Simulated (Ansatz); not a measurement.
```yaml
crystal:
  periodic: [false, false, false]
  atoms:
    - {symbol: C, position_ang: [-0.068815, -1.599075, 0.965865]}
    - {symbol: Se, position_ang: [1.599654, -0.587671, -0.048989]}
    - {symbol: Ti, position_ang: [0.190777, 1.480196, -0.930987]}
    - {symbol: Cl, position_ang: [-1.603939, 0.601747, -2.335318]}
    - {symbol: Cl, position_ang: [1.805513, 2.831597, -2.136185]}
    - {symbol: Cl, position_ang: [-0.773255, 2.596832, 1.015492]}
    - {symbol: H, position_ang: [-0.518607, -0.876755, 1.837707]}
    - {symbol: H, position_ang: [-0.929975, -1.887196, 0.153745]}
    - {symbol: H, position_ang: [0.397767, -2.611419, 1.459517]}
basis:
  gaussian: {orbitals: cc-pVTZ-DK, final_grid: {core_spheres: 1, valence_spheres: 1, degree: 1}}
hamiltonian: {xc: {name: PBE}}
accuracy: high
```

```sh
$ ansatz run in.yaml --threads 2 --pin off --events-out ev --progress --plain --max-ram 32768MiB --backend cuda --devices 0, --max-vram 18GiB
```

Output, abridged:

```
Functional definition: PBE
  name "PBE"
  cite "Perdew, Burke & Ernzerhof, Phys. Rev. Lett. 77, 3865 (1996) doi:10.1103/PhysRevLett.77.3865"
  parent pbe
  parameter kappa = 0.804
  parameter beta = 0.06672455060314922
  exchange = pbe_x(kappa = kappa, mu = beta*pi^2/3)
  correlation = pbe_c(beta = beta)
4848 factors; integrals over basis functions are off by at most 4.4e-9 eV
mean field evaluation 1: about -128093.4343 eV, gradient 5.9e1 eV
mean field evaluation 2: about -128057.7870 eV, gradient 1.2e2 eV
mean field evaluation 4: about -128020.6679 eV, gradient 2.4e2 eV
mean field evaluation 8: about -128269.8132 eV, gradient 3.9e2 eV
mean field evaluation 16: about -129018.3882 eV, gradient 1.2e1 eV
mean field evaluation 32: about -128980.2281 eV, gradient 1.3e2 eV
mean field evaluation 64: about -129027.0671 eV, gradient 7.3e-1 eV
mean field evaluation 96: about -129026.9769 eV, gradient 4.0e0 eV
mean field evaluation 160: about -129026.1783 eV, gradient 1.6e1 eV
mean field -129027.16390907 eV, -4741.6608159056 hartree, gradient 2.6e-8 eV, S^2 0.000000; 12 other end points of the search recorded, 0 dependent functions left out
reference -129027.16392126 eV, -4741.6608163535 hartree; 58, 58 occupied and 227, 227 virtual orbitals, 4848 factors
Total energy: -129027.16392126 eV, -4741.6608163535 hartree
Relativity: scalar
```

Question: Something in this input is off. What?

Answer: The integration grid is far too coarse. The run converged. The result belongs to that input, not to the molecule as meant.
